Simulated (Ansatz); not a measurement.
Reaction (formal exchange of groups at the Si–B bond): `FC[SiH2]BS` + `O[SiH3]` → `O[SiH2][SiH2]CF` + `BS`

Calculated with Ansatz (gas phase, PBE0-D4/def2-TZVP geometries, no zero-point term in ΔE). CCSD(T)/CBS adds triple-zeta CCSD(T) − MP2 to the extrapolated MP2 energy (def2 sets, frozen cores). This one scheme is used for every species. Functionals use def2-TZVPP. One conformer a species, not always the lowest.

**Question.** Is it downhill or uphill in electronic energy at CCSD(T)/CBS, and by how much? (Best estimate.)

**Answer.** The calculation gave: Downhill: ΔE = -1.0 kcal/mol.

**Question.** What do these levels give: r2SCAN-D4, ωB97X-V, PBE, r2SCAN, SCS-MP2/def2-TZVPP, CCSD/def2-TZVPP? (An estimate is asked.)

**Answer.** Computed: r2SCAN-D4 -1.7, ωB97X-V -1.6, PBE -2.4, r2SCAN -1.7, SCS-MP2/def2-TZVPP -0.6, CCSD/def2-TZVPP -1.1 kcal/mol.

Largest T1 diagnostic among the species: 0.015.
